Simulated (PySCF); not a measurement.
An unknown shows these calculated signals:

¹H NMR (400 MHz, computed): δ 6.04 (m, 1H), 5.70 (m, 1H), 5.17 (s, 3H), 1.88 (s, 3H), 1.05 (m, 2H), 0.34 (m, 3H).

¹³C{¹H} NMR (computed): δ 157.1 (C), 131.3 (CH2), 24.8 (CH3), 2.5 (CH3).

[PySCF 2.14.0 with density-fitted response routines: GFN2-xTB structure; PBE0/pcSseg-1 with gauge-including orbitals; non-relativistic Hamiltonian; no solvent; one conformer; rapidly exchanging positions averaged]

Referencing at the same level of theory: ¹H and ¹³C against TMS.

Task: Which of these does the molecule contain: a non-aromatic C=C double bond, an aldehyde, an NH or NH2 group, a Si–CH3 group, a Si–H bond, an amide?

Result: 
- A non-aromatic C=C double bond: yes.
- An aldehyde: no.
- An NH or NH2 group: no.
- A Si–CH3 group: yes (δC 2.5; δH 0.34 (m)).
- A Si–H bond: yes (δH 5.17 (s)).
- An amide: no.

The data belong to `C=C(C)[Si@@](C)(P)O[SiH3]`, C₄H₁₃OPSi₂; they needn't prove each group on their own.

Carbon signals by region: 2 in the sp2 and nitrile region (100–160 ppm), 2 below 50 ppm.

Splittings by ³¹P in the carbon and heteronuclear signals aren't shown, as no couplings were computed. Shifts are as computed. Against solution values, carbons near 30 ppm lie about +3 ppm off and those near 130 ppm about +5 ppm. Of 1211 compounds with measured shifts, 218 miss one by over three times the rms of a fit or turn the order of signals round; such compounds aren't used in these exercises. No couplings were computed; multiplicities are counted from neighbouring protons, with m where these are inequivalent, close in shift, in a saturated or five-membered ring or joined by F or P, and br s for small geminal =CH2 splittings.
